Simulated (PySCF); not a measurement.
# ECD: SMILES O[C@@H]1C[C@]2(Br)C[C@H]1C2, C$_{6}$H$_{9}$BrO

Geometry:
| atom | x (Å) | y (Å) | z (Å) |
| --- | --- | --- | --- |
| O1 | 2.282 | 1.251 | 1.906 |
| C2 | 1.863 | 0.668 | 0.704 |
| C3 | 0.742 | 1.525 | 0.072 |
| C4 | -0.366 | 0.473 | 0.071 |
| Br5 | -2.063 | 1.041 | -0.636 |
| C6 | -0.251 | -0.158 | 1.467 |
| C7 | 1.089 | -0.652 | 0.878 |
| C8 | 0.352 | -0.772 | -0.474 |
| H9 | 2.944 | 0.677 | 2.305 |
| H10 | 2.714 | 0.533 | 0.008 |
| H11 | 0.974 | 1.885 | -0.940 |
| H12 | 0.509 | 2.385 | 0.714 |
| H13 | -0.215 | 0.517 | 2.334 |
| H14 | -0.974 | -0.970 | 1.620 |
| H15 | 1.634 | -1.502 | 1.313 |
| H16 | -0.304 | -1.651 | -0.524 |
| H17 | 0.928 | -0.662 | -1.407 |

Computed, not measured: TDDFT LC-wPBE/def2-SVPD circular dichroism and optical rotation, one conformer, gas phase in PySCF. Geometry: PBE0-D3(BJ)/def2-SVP.

The molecule is flexible and this is one conformer; a measurement averages over conformers. The calculation is non-relativistic, which matters for the atoms heavier than Zn. Singlets 9 and 10 lie within 0.01 eV of each other, so their separate moments and overlaps can depend on how they mix.

(1) What are the CIP labels of the stereocentres?

(2) Which excitations and rotatory strengths does the calculation give?

Answers

(1) C2 R, C4 R, C7 S.

(2) Rotatory strengths R in 10⁻⁴⁰ esu² cm², velocity form and length form (origin at the centre of mass); f in length form.
```tsv
state	E (eV)	λ (nm)	f	R (velocity)	R (length)	main
1	6.64	187	0.0009	-0.3	-0.2	HOMO→LUMO 0.39, HOMO→LUMO+7 0.19
2	6.66	186	4e-05	-0.1	-0.3	HOMO−1→LUMO 0.41, HOMO−1→LUMO+7 0.21
3	7.55	164	0.006	+14.2	+14.3	HOMO−2→LUMO 0.33, HOMO−2→LUMO+1 0.28
4	8.22	151	0.091	-6.1	-6.1	HOMO→LUMO+2 0.45, HOMO→LUMO+1 0.26
5	8.27	150	0.105	-3.4	-3.5	HOMO−1→LUMO+2 0.47, HOMO−1→LUMO+1 0.27
6	8.92	139	0.061	+35.1	+35.4	HOMO−2→LUMO+2 0.17, HOMO−2→LUMO 0.12
7	8.97	138	0.028	-44.9	-45.6	HOMO−3→LUMO 0.37, HOMO−3→LUMO+1 0.09
8	9.08	136	0.236	-8.0	-8.7	HOMO→LUMO+3 0.27, HOMO−2→LUMO+3 0.10
9	9.20	135	0.009	-2.4	-2.4	HOMO→LUMO+5 0.20, HOMO−1→LUMO+4 0.14
10	9.21	135	0.039	-1.8	-2.0	HOMO−1→LUMO+5 0.17, HOMO−1→LUMO+3 0.15
11	9.29	134	0.002	+4.5	+4.5	HOMO−1→LUMO+4 0.18, HOMO→LUMO+5 0.18
12	9.39	132	0.081	-37.6	-39.5	HOMO−2→LUMO+3 0.16, HOMO−2→LUMO+4 0.11
```

Among the states computed, the strongest CD band (largest |R|) is state 7. The largest dissymmetry factor in size, g = 4R/(D+G), with D and G the electric and magnetic dipole strengths, is +0.037 for state 11 (velocity form, f = 0.002), among bands with |R| over 0.5. The mirror image has the same energies and oscillator strengths and all R with the opposite sign.
